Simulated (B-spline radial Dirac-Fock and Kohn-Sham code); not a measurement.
**Nb²⁹⁺: eigenvalues, ΔSCF and the reference**

System: niobium as Nb²⁹⁺, configuration [Ne] 3s2.

The density-functional columns are spherical, spin-unpolarised Dirac-Kohn-Sham results without Breit or QED terms: −ε is minus the orbital energy of the initial state and ΔSCF the difference of two total energies. The reference in the last column comes from Dirac-Fock energy differences between relaxed states, corrected for Breit and QED terms. All numbers are from a radial finite-basis atomic code, in eV; a selection of levels is shown. The Kohn-Sham columns are given as differences from the reference. For the 1s level of heavy atoms much of the gap between ΔSCF and the reference is the Breit and QED part, -50.2 eV here; for other levels the error of the functional can be larger.

| level | LDA −ε − DF | LDA ΔSCF − DF | Dirac-Fock |
| --- | --- | --- | --- |
| K | -253.4 | +46.2 | 20547.7 |
| L1 | -106.1 | -33.2 | 4171.3 |
| L2 | -77.9 | +7.9 | 3948.1 |
| L3 | -79.1 | +4.2 | 3850.1 |
| M1 | -20.9 | +8.3 | 1619.9 |

For the outermost level NIST gives 1625.9 ± 2.3 eV (semi-empirical); the differences from it are LDA −ε -26.87, LDA ΔSCF +2.35, Dirac-Fock -5.98 eV.

Values without a named source are computed, but for edge energies of neutral atoms, which are taken from tables.
